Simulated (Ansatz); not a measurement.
A nudged elastic band was laid between two geometries of ClH + H6N2Si (11 atoms, charge 0, multiplicity 1).

These are results of Ansatz 0.2.0, RKS CAM-B3LYP/6-31G*, not measurements.

- movable images: 1
- climbing image: no
- spring: 5.0 eV/Å²
- optimiser: quadratic models (default)
- start path: through a guess of the saddle point
- force threshold: 0.05 eV/Å
- iteration limit: 60
- end points: relaxed

First end point:

```xyz
11
Properties=species:S:1:pos:R:3
Si 0.180 0.134 -0.397
H -0.276 0.524 0.980
N 1.851 -0.189 -0.598
H 2.312 -0.946 -0.111
H 2.494 0.534 -0.886
H -0.063 1.319 -1.262
N -0.715 -1.296 -0.693
H -1.578 -1.497 -0.208
H -0.643 -1.794 -1.570
Cl -2.745 -0.780 2.373
H -1.688 -0.139 1.991
```

Last end point:

```xyz
11
Properties=species:S:1:pos:R:3
Si -0.506 -0.066 -0.848
H 0.415 0.218 2.776
N 1.064 -0.044 -0.188
H 1.342 -0.714 0.518
H 1.589 0.817 -0.126
H -0.527 1.005 -1.867
N -0.865 -1.669 -1.307
H -1.812 -2.016 -1.337
H -0.230 -2.197 -1.890
Cl -2.068 0.438 0.445
H 0.728 0.098 3.443
```

Q: Which bonds break or form, and what moves?

A: Bonds broken: Si1–H2, Cl10–H11. Bonds formed: Si1–Cl10, H2–H11. ClH + H6N2Si becomes ClH5N2Si + H2.

Q: Give the energies along the band, and the barrier.

A: It converged. The highest image is number 1 of 0 to 2, 0.46 eV above the first end and 1.44 eV above the last; the last end lies 0.98 eV below the first. Neighbouring images differ by up to 1.4 eV, so the band resolves the path poorly. No image climbed, so the highest image needn't sit at the top of the path. A band with more images between the same ends climbed to 1.34 eV, so this one has probably stepped over the top. So few images can step over the top or miss a turn of the path. The orbitals stay closed-shell, which can raise the energy where a bond breaks towards radicals; this wasn't checked here.

```json
{"image": "0", "path coordinate (Å)": "0.00", "energy (eV)": "0.00", "Si1–H2 (Å)": "1.50", "Cl10–H11 (Å)": "1.29", "Si1–Cl10 (Å)": "4.13"}
{"image": "1", "path coordinate (Å)": "2.77", "energy (eV)": "0.46", "Si1–H2 (Å)": "2.50", "Cl10–H11 (Å)": "2.13", "Si1–Cl10 (Å)": "2.30"}
{"image": "2", "path coordinate (Å)": "5.54", "energy (eV)": "-0.98", "Si1–H2 (Å)": "3.75", "Cl10–H11 (Å)": "4.11", "Si1–Cl10 (Å)": "2.09"}
```

Q: What is the geometry of the highest image?

A: 
```xyz
11
Properties=species:S:1:pos:R:3
Si -0.327 0.017 -0.443
H 0.162 0.208 1.997
N 1.403 -0.049 -0.417
H 1.958 -0.839 -0.103
H 2.003 0.693 -0.767
H -0.502 1.267 -1.205
N -0.791 -1.571 -0.758
H -1.647 -1.883 -0.328
H -0.398 -2.169 -1.464
Cl -2.197 0.171 0.887
H -0.535 0.027 2.219
```

The run took 62 s on 2 threads of Arm Neoverse V1, with other jobs on the host, peak memory 0.2 GiB.
